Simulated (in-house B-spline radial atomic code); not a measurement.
Dy7+: [Kr] (4d3/2)3 (4d5/2)6 (4f5/2)1 (4f7/2)8 5s2 (5p3/2)2 (5g9/2)1 (an excited or competing configuration)

Method: Dirac-Hartree-Fock, average of the jj configuration, Fermi nucleus of rms radius 5.2218 fm. Calculated with a B-spline radial code for spherical atoms.

Effective charges: Z_r = [3n² - l(l+1)]/(2<r>) from the radius, Z_e = n√(-2ε) from the energy, and Slater's rules. Values are occupation-weighted means over j. An effective charge above Z reflects the relativistic contraction of the inner shells.

```
shell  electrons   ε (eV)  <r> (bohr)    Z_r    Z_e  Slater
   1s          2   -54240     0.02111  71.04  63.14   65.70
   2s          2  -9261.4     0.08913  67.32  52.18   61.85
   2p          6  -8258.4     0.07913  63.19  49.27   61.85
   3s          2  -2211.2      0.2332  57.88  38.24   54.75
   3p          6  -1893.8      0.2321  53.87  35.39   54.75
   3d         10  -1469.6      0.2119  49.56  31.18   44.85
   4s          2  -559.01      0.5281  45.45  25.64   38.25
   4p          6  -450.11      0.5581  41.21  23.01   38.25
   4d          9  -297.88      0.6025  34.86  18.72   27.20
   5s          2  -159.56       1.198  31.30  17.12   14.85
   4f          9  -133.12      0.7079  25.43  12.51   18.20
   5p          2  -129.15        1.34  27.24  15.40   14.85
   5g          1  -35.319        3.32   8.28   8.06       -
```

The least bound orbital is 5g9/2 at -35.32 eV, and it is also the most diffuse (<r> = 3.32 bohr). The part-filled 4d shell lies below the filled 5s shell in orbital energy.

For the 1s electron the small component carries 6.07 % of the norm, the zero-frequency Breit interaction raises the level by 166.7 eV, self-energy by 100.7 eV, and vacuum polarisation lowers it by 16.91 eV.
